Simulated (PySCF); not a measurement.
Input for PySCF: R-MP2/6-31G* on HF (SMILES F) with ghost functions, monomers drawn apart or pushed together.

```python
from pyscf import gto, scf, dft, mp
from pyscf.data.elements import chemcore

mol = gto.M(
    atom='''
    F    -1.11093709   -1.51535341    2.79649182
    H    -0.77127073   -0.93754266    2.13870503
    ghost-B    0.90642385   -0.12577282    0.06132810
    ghost-N   -0.14340758    0.57942984    0.66532152
    ghost-H    0.66259924   -0.82367319   -0.87058744
    ghost-H    1.99912322   -0.02550304    0.52060940
    ghost-H    0.01237531    1.27651616    1.37837995
    ghost-H   -1.06485966    0.63323826    0.25705540
    ''',
    basis='6-31g*',
    cart=True,
    charge=0, spin=0, verbose=3, max_memory=1800)
mf = scf.RHF(mol)
mf.conv_tol = 1e-8
mf.max_cycle = 100
mf.kernel()
if not mf.converged:
    mf = mf.newton().run(mf.mo_coeff, mf.mo_occ)
pt = mp.MP2(mf, frozen=chemcore(mol)).run()
```

Output:

```
converged SCF energy = -100.002587972732
E(RMP2) = -100.18307431667  E_corr = -0.180486343938346
E(SCS-RMP2) = -100.176924180423  E_corr = -0.174336207690465
```

The run converged.

Cost: about 0.5 core-seconds (a rough figure).
